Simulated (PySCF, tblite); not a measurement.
Isomers of C5H11NSi, one GFN2-xTB conformer each. Single-point energies are computed at PBE0/pcSseg-1 (PySCF, gas phase, no added dispersion term), electronic only.

```
              SMILES  GFN2-xTB relative energy (kJ/mol)
[H]/N=C/[SiH2]C1CCC1                               70.3
    C=N[SiH2]CC(=C)C                                0.0
```

Conformers: `[H]/[N:1]=[CH:2]/[SiH2:3][CH:4]1[CH2:5][CH2:6][CH2:7]1` with N1–C2–Si3–C4 1°, C2–Si3–C4–C5 176°, Si3–C4–C5–C6 -105°, C4–C5–C6–C7 -12°, C5–C6–C7–C4 12°, Si3–C4–C7–C6 105°; `[CH2:1]=[N:2][SiH2:3][CH2:4][C:5](=[CH2:6])[CH3:7]` with C1–N2–Si3–C4 119°, N2–Si3–C4–C5 172°, Si3–C4–C5–C6 102°.

Q: What does PBE0/pcSseg-1 give for the same structures?

A: 
```
              SMILES  PBE0/pcSseg-1 E (Eh)  PBE0/pcSseg-1 (kJ/mol)  GFN2-xTB (kJ/mol)  point group
    C=N[SiH2]CC(=C)C            -540.89241                     0.0                0.0           C1
[H]/N=C/[SiH2]C1CCC1            -540.86902                    61.4               70.3           C1
```

Both levels put the same isomer lowest. As drawn, the lower has a C=C bond outside aromatic rings, which the higher lacks; the higher has a four-membered ring and an N–H bond, which the lower lacks.

Q: Which frontier levels, dipoles and rotational constants go with these structures?

A: 
| SMILES | HOMO (eV, PBE0/pcSseg-1) | LUMO (eV) | dipole (D) | A, B, C (MHz) |
| --- | --- | --- | --- | --- |
| C=N[SiH2]CC(=C)C | -6.82 | -0.79 | 1.17 | 5539, 967.2, 912.3 |
| [H]/N=C/[SiH2]C1CCC1 | -6.97 | -0.55 | 0.97 | 4338, 1306, 1130 |

Q: What happens when harmonic zero-point energies from GFN2-xTB frequencies are added?

A: 
```csv
SMILES,ZPE (kJ/mol),electronic (kJ/mol),with ZPE (kJ/mol)
C=N[SiH2]CC(=C)C,373.9,0.0,0.0
[H]/N=C/[SiH2]C1CCC1,383.1,61.4,70.6
```

The zero-point energies span 9.2 kJ/mol. The order is unchanged.
